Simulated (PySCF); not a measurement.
**Electronic structure of Ge (germanium, neutral) at the B3LYP level**

Configuration: [Ar] 3d10 4s2 4p2, high-spin 3P determinant. Calculation: PySCF 2.14, in cc-pVTZ-PP with ECP10MDF (5s4p3d1f, 39 functions); a scalar-relativistic core potential.

```json
{
 "Total energy": "-294.5801 hartree",
 "One-electron energy": "-522.3358 hartree",
 "Hartree (Coulomb) energy": "252.6006 hartree",
 "Exchange-correlation energy": "-24.8449 hartree",
 "⟨S²⟩": "2.0021",
 "⟨L²⟩": "2.007",
 "Sum of ⟨r⟩": "22.43 bohr",
 "Sum of ⟨r²⟩": "40.31 bohr²",
 "Traceless quadrupole moment −½Σ⟨3z² − r²⟩ along its main axis": "3.73 e·bohr²",
 "Time after the integrals": "0.6 s of wall time on 1 thread of Neoverse-N1 (shared host)"
}
```

```json
{"shell": "3s α", "electrons": "1", "mean orbital energy (eV)": "-172.61", "spread (eV)": "0", "rms radius, mean of both spins (bohr)": "0.673"}
{"shell": "3s β", "electrons": "1", "mean orbital energy (eV)": "-172.51", "spread (eV)": "0", "rms radius, mean of both spins (bohr)": "0.673"}
{"shell": "3p α", "electrons": "3", "mean orbital energy (eV)": "-121.06", "spread (eV)": "0.254", "rms radius, mean of both spins (bohr)": "0.705"}
{"shell": "3p β", "electrons": "3", "mean orbital energy (eV)": "-120.95", "spread (eV)": "0.390", "rms radius, mean of both spins (bohr)": "0.705"}
{"shell": "3d α", "electrons": "5", "mean orbital energy (eV)": "-32.909", "spread (eV)": "0.279", "rms radius, mean of both spins (bohr)": "0.821"}
{"shell": "3d β", "electrons": "5", "mean orbital energy (eV)": "-32.770", "spread (eV)": "0.414", "rms radius, mean of both spins (bohr)": "0.821"}
{"shell": "4s α", "electrons": "1", "mean orbital energy (eV)": "-13.319", "spread (eV)": "0", "rms radius, mean of both spins (bohr)": "2.29"}
{"shell": "4s β", "electrons": "1", "mean orbital energy (eV)": "-11.748", "spread (eV)": "0", "rms radius, mean of both spins (bohr)": "2.29"}
{"shell": "4p α", "electrons": "2", "mean orbital energy (eV)": "-5.027", "spread (eV)": "0", "rms radius, mean of both spins (bohr)": "3.10"}
```

Energies and moments cover only the electrons outside the core potential.
